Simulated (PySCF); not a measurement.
C2H5N, SMILES C=NC (connectivity only; charge and spin as stated), charge +1, multiplicity 2.

Geometry optimised at PBE0-D3(BJ)/def2-TZVP. The multiplicity is an assumed one; other spin states were not compared.

Two levels are set side by side: PBE/def2-TZVPD (PySCF) and ωB97X/def2-TZVPD (PySCF). Same geometry, gas phase. Differences are taken from unrounded values.

```json
[
 {"quantity": "α-spin orbital gap (eV)", "ωB97X": "12.19", "PBE": "4.62", "PBE minus ωB97X": "-7.57"},
 {"quantity": "β-spin orbital gap (eV)", "ωB97X": "10.73", "PBE": "3.46", "PBE minus ωB97X": "-7.27"},
 {"quantity": "mean polarisability (bohr³)", "ωB97X": "30.0", "PBE": "31.6", "PBE minus ωB97X": "1.6"}
]
```

PBE's more diffuse valence density responds more strongly to a field. Differences between two approximate levels are no errors against the true value.

Rough cost on one machine, each run with all the roots and properties that it gave: ωB97X against PBE within a factor of 2.
